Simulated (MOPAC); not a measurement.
Input file for MOPAC: PM3 on CH5FO (a complex), monomers drawn apart or pushed together.

```
PM3 1SCF PRECISE CHARGE=0 THREADS=1
CH5FO

F      0.08506701 1     0.01289622 1     0.23578509 1
H     -0.21589527 1    -0.06029420 1     1.13358064 1
C      0.52212955 1     0.39142032 1     3.34905507 1
O     -0.54723377 1    -0.16829289 1     2.57527607 1
H      0.25046398 1     0.44358193 1     4.40515887 1
H      0.68112847 1     1.39849789 1     2.97125776 1
H      1.44387894 1    -0.18252684 1     3.23009970 1
H     -0.72221629 1    -1.06819740 1     2.87067574 1
```

Program output:

```
*******************************************************************************
 **                                                                           **
 **                              MOPAC v23.2.5                                **
 **                                                                           **
 *******************************************************************************
 ** MOPAC's Digital Object Identifier: https://doi.org/10.5281/zenodo.6511958 **
 **                                                                           **
 ** Please cite the open-source release paper for use of this MOPAC version:  **
 ** J. E. Moussa and J. J. P. Stewart (2026)                                  **
 ** MOPAC: An open-source semiempirical molecular orbital program             **
 ** J. Open Source Softw., 11(119), 8025, https://doi.org/10.21105/joss.08025 **
 *******************************************************************************

                              PM3 CALCULATION RESULTS

 *******************************************************************************
 *  PM3        - The PM3 Hamiltonian to be used
 *
 *
 *
 *                 CHARGE ON SYSTEM = 0
 *
 *
 *
 *  PRECISE    - TIGHTER CRITERIA TO BE USED
 *  1SCF       - DO 1 SCF AND THEN STOP
 *  THREADS=1  - MULTI-THREADING NOT USED
 *  T=         - A TIME OF 172800.0 SECONDS REQUESTED
 *  DUMP=N     - RESTART FILE WRITTEN EVERY 7200.0 SECONDS REQUESTED
 *******************************************************************************
PM3 1SCF PRECISE CHARGE=0 THREADS=1
 CH5FO

   ATOM   CHEMICAL          X               Y               Z
  NUMBER   SYMBOL      (ANGSTROMS)     (ANGSTROMS)     (ANGSTROMS)

     1       F          0.08506701  *   0.01289622  *   0.23578509  *
     2       H         -0.21589527  *  -0.06029420  *   1.13358064  *
     3       C          0.52212955  *   0.39142032  *   3.34905507  *
     4       O         -0.54723377  *  -0.16829289  *   2.57527607  *
     5       H          0.25046398  *   0.44358193  *   4.40515887  *
     6       H          0.68112847  *   1.39849789  *   2.97125776  *
     7       H          1.44387894  *  -0.18252684  *   3.23009970  *
     8       H         -0.72221629  *  -1.06819740  *   2.87067574  *



          CARTESIAN COORDINATES

    NO.       ATOM           X           Y           Z

     1         F          0.0851      0.0129      0.2358
     2         H         -0.2159     -0.0603      1.1336
     3         C          0.5221      0.3914      3.3491
     4         O         -0.5472     -0.1683      2.5753
     5         H          0.2505      0.4436      4.4052
     6         H          0.6811      1.3985      2.9713
     7         H          1.4439     -0.1825      3.2301
     8         H         -0.7222     -1.0682      2.8707

  H: (PM3): J. J. P. STEWART, J. COMP. CHEM. 10, 209 (1989).
  C: (PM3): J. J. P. STEWART, J. COMP. CHEM. 10, 209 (1989).
  O: (PM3): J. J. P. STEWART, J. COMP. CHEM. 10, 209 (1989).
  F: (PM3): J. J. P. STEWART, J. COMP. CHEM. 10, 209 (1989).

           Empirical Formula: C H5 O F  =     8 atoms



      MOLECULAR POINT GROUP   :   C1


      RHF CALCULATION, NO. OF DOUBLY OCCUPIED LEVELS = 11


 -------------------------------------------------------------------------------
 PM3 1SCF PRECISE CHARGE=0 THREADS=1
 CH5FO



     1SCF WAS SPECIFIED, SO BFGS WAS NOT USED
     SCF FIELD WAS ACHIEVED


                              PM3 CALCULATION
                                                       MOPAC v23.2.5 Linux




          FINAL HEAT OF FORMATION =       -108.43127 KCAL/MOL =    -453.67645 KJ/MOL


          COSMO AREA              =         89.53 SQUARE ANGSTROMS
          COSMO VOLUME            =         68.44 CUBIC ANGSTROMS

          IONIZATION POTENTIAL    =         12.033872 EV
          HOMO LUMO ENERGIES (EV) =        -12.034  2.351
          NO. OF FILLED LEVELS    =         11
          MOLECULAR WEIGHT        =         52.0483         POINT GROUP:  C1

          MOLECULAR DIMENSIONS (Angstroms)

            Atom       Atom       Distance
            H     5    F     1     4.19482
            H     8    H     6     2.81019
            O     4    H     7     1.74777


          SCF CALCULATIONS        =          1





   ATOM   CHEMICAL          X               Y               Z
  NUMBER   SYMBOL      (ANGSTROMS)     (ANGSTROMS)     (ANGSTROMS)

     1       F          0.08506701  *   0.01289622  *   0.23578509  *
     2       H         -0.21589527  *  -0.06029420  *   1.13358064  *
     3       C          0.52212955  *   0.39142032  *   3.34905507  *
     4       O         -0.54723377  *  -0.16829289  *   2.57527607  *
     5       H          0.25046398  *   0.44358193  *   4.40515887  *
     6       H          0.68112847  *   1.39849789  *   2.97125776  *
     7       H          1.44387894  *  -0.18252684  *   3.23009970  *
     8       H         -0.72221629  *  -1.06819740  *   2.87067574  *

                             CARTESIAN COORDINATES

   1    F        0.085067010     0.012896220     0.235785090
   2    H       -0.215895270    -0.060294200     1.133580640
   3    C        0.522129550     0.391420320     3.349055070
   4    O       -0.547233770    -0.168292890     2.575276070
   5    H        0.250463980     0.443581930     4.405158870
   6    H        0.681128470     1.398497890     2.971257760
   7    H        1.443878940    -0.182526840     3.230099700
   8    H       -0.722216290    -1.068197400     2.870675740


           Empirical Formula: C H5 O F  =     8 atoms



      MOLECULAR POINT GROUP   :   C1


                  EIGENVALUES
 -38.99883 -27.38382 -22.63602 -18.56007 -16.58647 -16.12052 -15.22000 -14.88356
 -14.87631 -13.25043 -12.03387   2.35110   3.23639   3.71079   3.77380   4.67289
   5.31691


              NET ATOMIC CHARGES AND DIPOLE CONTRIBUTIONS

  ATOM NO.   TYPE          CHARGE      No. of ELECS.   s-Pop       p-Pop
    1          F          -0.261542        7.2615     1.67880     5.58274
    2          H           0.196024        0.8040     0.80398
    3          C           0.066989        3.9330     1.12906     2.80396
    4          O          -0.309076        6.3091     1.80049     4.50859
    5          H           0.024630        0.9754     0.97537
    6          H           0.053399        0.9466     0.94660
    7          H           0.024879        0.9751     0.97512
    8          H           0.204697        0.7953     0.79530
 DIPOLE           X         Y         Z       TOTAL
 POINT-CHG.     0.337    -0.358     2.517     2.565
 HYBRID        -0.061    -0.519     0.845     0.993
 SUM            0.276    -0.877     3.362     3.486


          ATOMIC ORBITAL ELECTRON POPULATIONS

     Atom    s        px        py        pz
    1  F   1.67880   1.95725   1.99748   1.62801
    2  H   0.80398
    3  C   1.12906   0.88535   0.97733   0.94128
    4  O   1.80049   1.55318   1.35762   1.59779
    5  H   0.97537
    6  H   0.94660
    7  H   0.97512
    8  H   0.79530

 **********************
 *                    *
 * JOB ENDED NORMALLY *
 *                    *
 **********************




 == MOPAC DONE ==
```

The run finished.

Cost: around 0.03 core-seconds (rough).
